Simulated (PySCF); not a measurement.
F2Mg, triplet, at a GFN2-xTB geometry (such geometries of metal compounds can be far from the true shape) (a higher spin typed on purpose: for a closed-shell molecule this is an excited state), with bond 3-1 at 2.2 times its length.

PySCF was given this input:
```python
from pyscf import gto, scf, dft

mol = gto.Mole()
mol.atom = '''
    Mg    0.000000    0.000000    0.000000
    F     0.000000    0.000000    1.864751
    F     0.000000    0.000000   -4.102453
'''
mol.basis = 'def2-svp'
mol.charge = 0
mol.spin = 2
mol.verbose = 4
mol.build()

mf = dft.UKS(mol)
mf.xc = 'pbe0'
mf.kernel()
mo_i, mo_e, stable_i, stable_e = mf.stability(internal=True, external=False, return_status=True, nroots=6, tol=1e-6)
print('internally stable:', stable_i, ' externally stable:', stable_e)
if not stable_i:
    umf = mf.copy()
    umf.scf_summary = {}
    umf.kernel(umf.make_rdm1(mo_i, mf.mo_occ))
```

### Question
Give the HOMO energy at the level PBE0/def2-SVP (PySCF).

### Answer
-5.79 eV

### Question
Estimate the Mulliken (on the basis functions themselves) charges in atom order that PBE0/def2-SVP returns for this input.

### Answer
Mg1 0.49, F2 -0.50, F3 0.01

### Question
Predict the number of basis functions from PBE0/def2-SVP.

### Answer
46

### Question
Predict the <S^2> from PBE0/def2-SVP.

### Answer
2.002

### Question
Estimate the nuclear repulsion energy that PBE0/def2-SVP returns for this input.

### Answer
51.7623 Eh

### Question
Give the dipole moment at the level PBE0/def2-SVP.

### Answer
3.66 D

These values belong to the state on which the SCF converged, which isn't shown to be the lowest.

### Question
Roughly what does it cost on one core?

### Answer
very roughly 18 core-seconds.
